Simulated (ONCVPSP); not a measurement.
**Before and after: ONCV potential for Ga**

ONCVPSP 4.0.1 input, shortened (lines: element, Z, core and valence counts, functional; n l f; lmax; l rc ep ncon nbas qcut; lloc lpopt rc5 dvloc0; l nproj debl; icmod fcfact rcfact), BLYP, scalar-relativistic:

```
  Ga 31.00    6    2  -106131      upf
    1    0    2.00
    2    0    2.00
    2    1    6.00
    3    0    2.00
    3    1    6.00
    3    2   10.00
    4    0    2.00
    4    1    1.00
    1
    0    1.75    0.00    4    7    3.20
    1    2.30    0.00    4    8    3.70
    0    5    1.75    0.00
    0    0    1.30
    1    2    1.10
    0    0.00    0.00
```

All-electron outer shells of the reference configuration (BLYP, scalar-relativistic, ld1.x):

```tsv
shell	level (eV)	outermost node (bohr)	outermost maximum (bohr)
3p	-98.64	0.24	0.56
3d	-19.04	–	0.53
4s	-8.91	0.81	1.87
4p	-2.51	0.87	2.53
```

Change: s: qcut 4.

Cutoffs: the cutoffs (Ha) at which the residual kinetic energy of the hardest occupied pseudo-wave falls to 1 and 0.1 mHa per electron; they do not see the model core or the augmentation charge, which bear on the density cutoff. Errors are all-electron minus pseudo energies relative to the spin-unpolarised reference configuration.

Problem. Predict the effect on cutoff, ghosts and configuration errors.

Solution. The potential gets softer (15 Ha and 34 Ha → 7.5 Ha and 17 Ha); both files keep a bound ghost (p); the errors of the 4 common tests hardly move.

| quantity | base | changed |
| --- | --- | --- |
| cutoff, loose | 15 Ha | 7.5 Ha |
| cutoff, tight | 34 Ha | 17 Ha |
| loose cutoff by channel | s 15 Ha, p 2.7 Ha | s 7.5 Ha, p 2.7 Ha |
| bound ghosts | p | p |
| GHOST(+) flags under 300 eV | none | none |
| error for 4s2 4p0, meV [ΔE 5.67 eV] | +23 | +23 |
| error for 4s1 4p0, meV [ΔE 26.91 eV] | +182 | +183 |
| error for 4s2 4p0.5, meV [ΔE 2.01 eV] | +3.9 | +3.9 |
| error for 4s1 4p1, meV [ΔE 13.05 eV] | +29 | +31 |
| s: phases at 1.78 bohr within 0.05 rad from the reference energy up to (Ha; the scan ends near 5) | 2.3 | 3.1 |
| p: phases at 2.33 bohr within 0.05 rad from the reference energy up to (Ha; the scan ends near 5) | 2.5 | 2.7 |

 A true bound ghost makes a file unfit for plane-wave use even where its test errors are small: the radial tests pick states by their node count and pass the ghost by.
